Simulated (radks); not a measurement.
Species: Tb. Configuration: [Xe] 4f9 6s2.

Calculated with a radial shooting solver on a logarithmic mesh with Libxc functionals: scalar-relativistic Kohn-Sham, PBEsol, spin-unpolarised, spherical densities, finite nucleus; Fermi nuclear charge, rms radius 5.06 fm.

Energy parts (hartree):
part                       energy
total                 -11704.0915
kinetic                12594.0733
electron-nucleus      -28605.4831
Hartree                 4559.2327
exchange-correlation    -251.9143

Orbitals (lengths in bohr, moments of r in powers of bohr; <r^-3> diverges for s and p1/2):
orbital,occ.,eigenvalue (hartree),<r^-3>
1s,2,-1904.735,-
2s,2,-315.7684,-
2p,6,-280.6563,12090
3s,2,-70.02771,-
3p,6,-59.19670,2555
3d,10,-45.06781,343.5
4s,2,-13.85910,-
4p,6,-10.29217,571.1
4d,10,-5.39502,64.09
4f,9,-0.11302,8.222
5s,2,-1.74607,-
5p,6,-0.91349,72.46
5d,0,-0.04851,1.984
6s,2,-0.13682,-
6p,0,-0.04243,3.547

The highest occupied level is 4f at -3.076 eV. Summed over all electrons, <r^2> = 79.08 bohr^2, which gives a Langevin (diamagnetic) susceptibility term of -62.6 x 10^-6 cm^3/mol.
